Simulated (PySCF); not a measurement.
Cl2H4SSi2, SMILES Cl[SiH2]S[SiH2]Cl.

The structure is a stationary point at r2SCAN-D4/def2-SVP. This is a generated structure with no PubChem entry under its InChIKey; it may be hypothetical. One conformer was computed; it need not be the lowest.

Computed with ωB97X/def2-TZVP run with PySCF.

The molecule is in vacuum.

* **total energy**: -1900.18564 hartree
* **point group**: C2
* **highest occupied level**: -10.45 eV
* **lowest empty level**: 1.45 eV
* **orbital gap**: 11.90 eV
* **dipole moment**: 0.07 D
* **quadrupole, principal values (traceless, Buckingham form, about the centre of nuclear charge)**: -7.30, -1.19, 8.49 D·Å
* **mean static polarisability**: 90.3 bohr³ (13.38 Å³)
* **polarisability, principal values**: 82.0, 83.4, 105.6 bohr³
